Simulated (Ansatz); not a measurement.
The first iterations of a band of Cl3In + H4Si (9 atoms, charge 0, multiplicity 1).

Computed with RKS B3LYP/def2-SVP (Ansatz).

* movable images: 5
* climbing image: yes
* spring: 5.0 eV/Å²
* optimiser: quadratic models (default)
* start path: straight line
* force threshold: 0.03 eV/Å
* iteration limit: 60
* end points: relaxed

Image 0:

```xyz
9
Properties=species:S:1:pos:R:3
In -0.086 0.340 0.277
Cl 0.263 1.650 2.193
Cl 1.760 -0.320 -1.028
Cl -2.248 0.100 -0.610
Si 0.194 -3.129 1.144
H -0.105 -3.406 -0.282
H 1.624 -3.359 1.471
H -0.710 -3.885 2.048
H -0.089 -1.664 1.407
```

Image 6:

```xyz
9
Properties=species:S:1:pos:R:3
In 0.116 -0.839 0.040
Cl -0.335 0.414 2.714
Cl 1.584 0.745 -0.939
Cl -2.168 -0.012 -0.127
Si 0.633 -3.292 0.661
H 0.359 -4.143 -0.531
H 2.065 -3.406 1.053
H -0.247 -3.696 1.793
H -1.404 0.556 1.959
```

| iteration | highest image above the first end (eV) | largest band force component (eV/Å) |
| --- | --- | --- |
| 1 | 4.150 | 3.996 |
| 2 | 2.741 | 2.401 |
| 3 | 1.966 | 1.981 |
| 4 | 1.549 | 1.778 |
| 5 | 1.501 | 0.648 |

Does the band converge within its limit, and where does its top end?

It converged. It ended after 16 iterations with the highest image 1.672 eV above the first end. Neighbouring images differ by up to 1.5 eV, so the band resolves the path poorly. The order of the point at the top wasn't checked. The orbitals stay closed-shell, which can raise the energy where a bond breaks towards radicals; this wasn't checked here.

Run time: 77 s on 4 threads of AMD EPYC 9R45 96-Core Processor (Zen 5) (shared host), peak memory 0.38 GiB.
